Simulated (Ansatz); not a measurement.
`[SiH3][TeH]` + `F[SiH3]` → `F[SiH2][TeH]` + SiH₄ at 298.15 K and 1 bar (formal exchange of groups at a Te–Si bond).

Computed with Ansatz on PBE0-D4/def2-TZVP structures; ΔE is electronic, products minus reactants. CBS: MP2 limit from def2 TZ/QZ plus the TZ coupled-cluster correction, frozen cores. This one scheme is used for every species. Elements past krypton have def2 core potentials. For Te outer-core shells are correlated without core-valence functions, which leaves a few kJ/mol of doubt a bond.

| species | CCSD(T)/CBS energy (Eh) | H − E (kJ/mol) | S (J/(mol·K)) |
| --- | --- | --- | --- |
| `[SiH3][TeH]` | -559.21313 | 96.9 | 297.5 |
| `F[SiH3]` | -390.72345 | 82.7 | 238.5 |
| `F[SiH2][TeH]` | -658.47489 | 86.8 | 316.4 |
| SiH₄ | -291.46306 | 92.1 | 204.8 |

H − E and S are ideal-gas, rigid-rotor, harmonic terms from PBE0-D4/def2-TZVP, for one conformer and one mirror image of each species. 1 Eh = 2625.50 kJ/mol, R = 8.31446 J/(mol·K).

Problem. By hand: ΔE, ΔH, ΔS and ΔG.

Solution. ΔE = (-658.47489) + (-291.46306) − (-559.21313) − (-390.72345) = -0.00137 Eh = -3.6 kJ/mol. Δ(H − E) = 86.8 + 92.1 − 96.9 − 82.7 = -0.7, so ΔH = -4.3 kJ/mol. ΔS = 316.4 + 204.8 − 297.5 − 238.5 = -14.8 J/(mol·K). ΔG = -4.3 − 298.15 × (-14.8)/1000 = 0.1 kJ/mol.

Problem. By hand: the equilibrium constant, and the temperature at which ΔG would vanish if ΔH and ΔS stayed fixed.

Solution. log₁₀ K = −ΔG/(RT ln 10) = 0.0. ΔG = 0 at ΔH/ΔS = 291 K, though so small a ΔH makes that figure unsure.

TΔS isn't small against ΔH here. The sign of ΔG lies within the doubt. A doubt of 5 kJ/mol in ΔE shifts log₁₀ K by 0.9 here. Other conformers and mirror images would add mixing entropy, several J/(mol·K) or more a flexible species. These are equilibria of isolated gas molecules and say nothing of rates. Largest T1 diagnostic: 0.011 (customary marks: 0.02 for closed shells, 0.045 for open ones).
